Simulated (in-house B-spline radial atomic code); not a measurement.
Ionising Ca7+ with different functionals

Computed with a B-spline radial code for spherical atoms: non-relativistic Hamiltonian, point nucleus, spin-polarised at highest spin, spherical fractional occupations for the functionals, and exact exchange of hybrids averaged over the configuration. The ionisation energy is the difference of two self-consistent energies, [Ne] 3s2 3p1 → [Ne] 3s2, without Breit or QED terms; ε is the level of the shell that loses the electron (its least bound occupied spin orbital).

```
   method                    rung  ΔSCF (eV)  -ε(3p) (eV)
     PBE0           global hybrid     147.28       139.89
    B3LYP           global hybrid     147.51       139.52
    TPSSh           global hybrid     147.20       138.39
   M06-2X           global hybrid          ?            ?
BHandHLYP           global hybrid     147.31       142.41
  r2SCAN0           global hybrid     147.03       139.88
    B97-1           global hybrid     147.23       139.44
    HSE06  range-separated hybrid     147.29       139.45
    wB97X  range-separated hybrid     147.22       142.47
CAM-B3LYP  range-separated hybrid          ?            ?
  LC-wPBE  range-separated hybrid     147.51       142.93
```

(1) What does CAM-B3LYP give?

(2) What does M06-2X give?

(3) Among the functionals, which spreads more, the ΔSCF values or the orbital energies?

(4) How do they compare with the NIST value?

Results:

(1) ΔSCF 147.48 eV, and -ε(3p) = 141.51 eV.

(2) ΔSCF 147.75 eV, and -ε(3p) = 143.03 eV.

(3) The orbital energies: ΔSCF values span about 0.72 eV and the orbital energies 4.64 eV; here energy differences depend much less on the functional than eigenvalues do.

(4) NIST lists 147.2 eV ± 0.12 (measured, ground level to ground level). Errors run from -0.21 to +0.51 eV; B97-1 is closest (-0.01 eV), though others lie within the uncertainty of it, and part of that can be cancellation, since the calculations leave out relativity, Breit-QED terms, multiplet and fine-structure energies.
